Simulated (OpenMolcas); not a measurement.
A run on Au4+ among 5 point charges of -1.5 e arranged as a trigonal bipyramid (D3h), 1.87 Å from the ion, with the axial distance 1.833 Å.
```
   1.8700    0.0000    0.0000  -1.50
  -0.9350    1.6195    0.0000  -1.50
  -0.9350   -1.6195    0.0000  -1.50
   0.0000    0.0000    1.8326  -1.50
   0.0000    0.0000   -1.8326  -1.50
```

```yaml
Program: OpenMolcas
Method: CASSCF
Basis: ANO-RCC-VDZP [7s6p4d2f]
Scalar_Hamiltonian: DKH2, point nucleus
Active_space: 7 electrons in 5 orbitals (5d)
State_averaging: 2S+1 = 4 even, 10 roots; 2S+1 = 2 even, 40 roots
Spin-orbit_coupling: RASSI with atomic mean-field integrals over the reference wave functions
```

59 basis functions. Blocks (2S+1, parity, CSFs, roots kept): 4, even, 10, 10; 2, even, 40, 40.

Q: How long do the RASSCF and RASSI steps take on 1 thread of Arm Neoverse V1 (shared host)?

A: About 12 s of wall time, without the integral step.
